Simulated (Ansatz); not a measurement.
Molecule: CHS, net charge 0, doublet state. SMILES: [C]S
Geometry: optimised at B3LYP-D3(BJ)/def2-TZVP (Ansatz, a quantum-chemistry and plane-wave program).

PBE beside other levels, property by property. Correlated levels leave the core frozen unless marked. Open shells are spin-unrestricted. No spin-orbit coupling. Non-relativistic. CBS marks a two-point X^-3 extrapolation of the correlation energy; Hartree-Fock from the larger set. Atomisation energies are electronic, to ground-state atoms; the column to compare with has the core term from cc-pwCVTZ added, other frozen-core levels have none. Vertical energies are electronic, to the SCF solution reached for that spin. Anions need diffuse functions, of which def2-TZVPD holds fewer than the aug- sets. The coupled-cluster column (Ansatz) is a level with limits of its own: CCSD(T)/CBS(aug-cc-pV(T+d)Z,aug-cc-pV(Q+d)Z).

```csv
property,SVWN5/def2-TZVPD (Ansatz),B3LYP-D3(BJ)/def2-TZVPD (Ansatz + dftd3),PBE0/def2-TZVPD (Ansatz),coupled cluster
atomisation energy (kcal/mol),225.8,187.7,188.6,186.3
vertical electron affinity to the triplet (eV),0.49,0.36,0.39,0.35
```

Task: What does PBE/def2-TZVPD (Ansatz) give for each property, and on which side of coupled cluster does it fall?

Result: 
- atomisation energy: PBE lies 11.9 kcal/mol above coupled cluster; PBE gives 198.2 kcal/mol.
- vertical electron affinity to the triplet: PBE lies 0.02 eV below coupled cluster; PBE gives 0.33 eV.
